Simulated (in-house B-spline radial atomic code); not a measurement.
# RPA and G0W0 on HSE06: C IV (C3+)

Configuration [He] 2s1, highest spin, mean-field start HSE06. Computed with a B-spline radial code for spherical atoms: all electrons, non-relativistic, point nucleus, each spin shell either full or empty, empty states to l = 9 with an (l + 1/2)⁻⁴ tail; G0W0 by contour deformation at full frequency.

RPA overbinds a lone outer s electron by self-correlation, and G0W0 tends to as well.

Command:
```bash
python run_gw.py task.json out
```
Settings (radii: box in bohr, nucleus in fm):
```
Z                        6
electrons                3
configuration            [He] 2s1
hamiltonian              nr
method                   hse06
lmax                     9
spin_polarised           True
box_radius               14.14
intervals                44
ion_configuration        1s2
```

Run time, properties included: 1.5 s on 1 thread of Arm Neoverse N1, on a shared host.

Energies (hartree):

```json
{"term": "mean-field total", "value": "-34.74671"}
{"term": "Hartree-Fock functional on these orbitals", "value": "-34.72501"}
{"term": "direct second order", "value": "-0.14579"}
{"term": "second-order exchange", "value": "0.095198"}
{"term": "SOSEX correction", "value": "0.082375"}
```

Problem. What is the RPA correlation energy, and what remains with SOSEX?

Solution. RPA gives -0.13039 hartree (-1.18 eV per electron); RPA + SOSEX gives -0.048012, and the second-order doubles -0.050593 hartree (no singles). SOSEX takes back 63 % of the RPA value.

Quasi-particle levels (eV):

| level | occupied | mean field | Σx - vxc | Σc | QP weight | G0W0 |
| --- | --- | --- | --- | --- | --- | --- |
| 2s up | yes | -59.04 | -5.33 | ? | ? | ? |
| 1s down | yes | -339.44 | -26.21 | 3.79 | 0.878 | -361.85 |
| 2s down | no | -49.95 | 4.85 | -2.63 | 0.911 | -47.72 |

G0W0 = mean field + (Σx - vxc) + Σc, with Σc (partial-wave tail included) taken at the quasi-particle energy. Levels of low weight are left out.

Problem. Where does G0W0 put 2s up?

Solution. At -65.68 eV, with Σc = -1.31 eV and a quasi-particle weight of 0.957. The tabulated removal energy is 64.494 eV (NIST, measured).

Problem. What does it cost to remove one electron (to 1s2) by differences of total energies, each species on its own start (correlation terms add to the Hartree-Fock functional)?

Solution. HSE06 64.84 eV, Hartree-Fock functional 64.34 eV, + RPA 65.49 eV, + RPA + SOSEX 64.45 eV, + second order 64.47 eV. Tabulated: 64.494 eV (NIST, measured).
